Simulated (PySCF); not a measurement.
# Removing the step error of a finite difference

System: C2H3BClNO2 (SMILES COB(Cl)N=C=O), singlet, at a GFN2-xTB geometry. Level: CAMB3LYP/6-31G, polarisability in PySCF. Sums are taken with unrounded values, so a last digit can differ.

Second differences of the energy in a field along z gave a polarisability along z of 53.791 bohr³ at step 0.005 and 54.895 bohr³ at step 0.05 (atomic units).

### Question
Extrapolate to zero step.

### Answer
The leading error of a symmetric difference goes as h², so A(h) = A0 + c h². Then c = (54.895 - (53.791))/(0.05² - 0.005²) = 446 (atomic units) and A0 = 53.791 - c × 0.005² = 53.780 bohr³. The analytic value from the same program and level is 53.781 bohr³: the smaller step missed it by 0.010, the extrapolation by -0.001.
